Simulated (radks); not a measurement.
Results of a calculation; reference values are marked as such.
Task: These are the eigenvalues of the occupied orbitals of an atom or ion with whole-number occupations (hartree). Code: a radial shooting solver on a logarithmic mesh with Libxc functionals. Model: scalar-relativistic Kohn-Sham, LDA (Slater exchange, Perdew-Wang correlation), spin-unpolarised, spherical densities, finite nucleus; Fermi nuclear charge, rms radius of each element as measured or else 0.836 A^(1/3) + 0.57 fm.

1s: -2263.801
2s: -452.6790
2p: -410.2467
3s: -160.4890
3p: -147.6062
3d: -132.9205

Which element is it, and in what charge state? The configuration may be excited.

Result: Z = 69, thulium, charge +44: Tm44+ in [Ar] 3d7. The list shows which subshells hold electrons but not how many an open one holds; the 1s level, -2263.8 hartree, gives Z - s = 67.3 by -(Z - s)^2/2, which with screening and relativity narrows Z to a few neighbours, and the depths of the outer levels then fix element, charge and occupations together.
